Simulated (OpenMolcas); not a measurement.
## Ir5+ in a point-charge field

Ir5+ among 6 point charges of -1.7 e arranged as an octahedron (Oh), 1.8 Å from the ion.
```
   1.8000    0.0000    0.0000  -1.70
   0.0000    1.8000    0.0000  -1.70
  -1.8000    0.0000    0.0000  -1.70
   0.0000   -1.8000    0.0000  -1.70
   0.0000    0.0000    1.8000  -1.70
   0.0000    0.0000   -1.8000  -1.70
```

* Program: OpenMolcas
* Method: SS-CASPT2, IPEA 0.25 Eh, imaginary shift 0.1 Eh (closed shells correlated: 5s 5p)
* Basis: ANO-RCC-VDZP [7s6p4d2f]
* Scalar Hamiltonian: DKH2, point nucleus
* Active space: 4 electrons in 5 orbitals (5d)
* State averaging: 2S+1 = 5 even, 5 roots; 2S+1 = 3 even, 45 roots; 2S+1 = 1 even, 50 roots
* Spin-orbit coupling: RASSI with atomic mean-field integrals over the reference wave functions

The lowest spin-free states (labels of O, the rotations of Oh), above the lowest:

```tsv
State	Degeneracy	E (cm-1)	Free-ion L (%)
5E	2	0	D (100)
3T1	3	9880	H (47)
5T2	3	11670	D (100)
3E	2	19240	H (90)
1T2	3	19290	G (51)
3T1	3	19320	H (45)
3T2	3	20040	F (52)
1E	2	20570	I (72)
3A2	1	21490	F (100)
3A1	1	21940	G (100)
1A1	1	24890	G (41)
3E	2	25110	G (60)
1T2	3	28550	I (61)
1A2	1	28800	I (96)
3T1	3	29160	H (56)
1T1	3	30030	I (47)
3T2	3	30940	H (46)
3T1	3	31700	F (38)
1E	2	32010	D (56)
3T2	3	35200	F (32)
```

The lowest levels with spin-orbit coupling:

| E (cm-1) | Degeneracy | Label | 2S+1 |
| --- | --- | --- | --- |
| 0 | 1 | A1 | 5 (51 %) |
| 6010 | 3 | T1 | 5 (75 %) |
| 9540 | 2 | E | 5 (86 %) |
| 10640 | 3 | T2 | 5 (87 %) |
| 12090 | 1 | A2 | 5 |
| 16720 | 3 | T2 | 3 (57 %) |
| 18050 | 1 | A1 | 3 (52 %) |
| 18350 | 2 | E | 3 (66 %) |
| 18450 | 3 | T1 | 3 (52 %) |
| 20680 | 1 | A1 | 5 (65 %) |
| 20980 | 3 | T2 | 5 (68 %) |
| 21240 | 3 | T1 | 5 (51 %) |
| 23640 | 3 | T1 | 5 (52 %) |
| 23790 | 2 | E | 3 (59 %) |
| 24320 | 3 | T2 | 3 (53 %) |
| 28550 | 3 | T1 | 3 (75 %) |
| 28850 | 3 | T2 | 3 (71 %) |
| 30880 | 3 | T2 | 3 |
| 31230 | 2 | E | 1 (42 %) |
| 31430 | 3 | T1 | 3 (87 %) |

Powder χT (cm3 K/mol): 0 at 2 K, 0.00217 at 10 K, 0.0108 at 50 K, 0.0217 at 100 K, 0.0433 at 200 K, 0.065 at 300 K. The effective moment at 300 K is 2.828 √(χT) = 0.72 μB.

A least-squares ligand-field fit to the states below 45000 cm-1, each weighted by its degeneracy and with a free common offset, gives 10Dq = 11934 cm-1, B = 794 cm-1 and C = 3692 cm-1 (C/B = 4.65), with an rms deviation of 406 cm-1.

Roots that are degenerate in the reference are averaged as groups; the widest CASPT2 spread within a group is 230 cm-1 (the 3-fold group of multiplicity 3 near 31700 cm-1 above the lowest state of its run). Shifts and gaps below about the spread of the groups concerned are not significant. Spin-orbit coupling mixes the spin-free states strongly: the lowest level takes only 38 % from its leading state, 5E. This shell can be high or low spin here, a state of another spin lies low, and with metal d orbitals alone active their balance is uncertain, so the ground spin may be wrong. Point charges give a weaker field than real ligands, and real ions of this kind are as a rule low spin; the high spin found here belongs to the model. This field is weak: 10Dq is about 11934 cm-1, while octahedral complexes of 5d ions of charge 3 and more, computed by the same method with explicit ligands, had a median near 35000 cm-1. Ground spin and moment need not be those of a real site. Free-ion shares, where given, are those of the reference states; single-state CASPT2 does not remix them. This is an electrostatic model: the charges have no orbitals. No measured value stands beside these numbers.
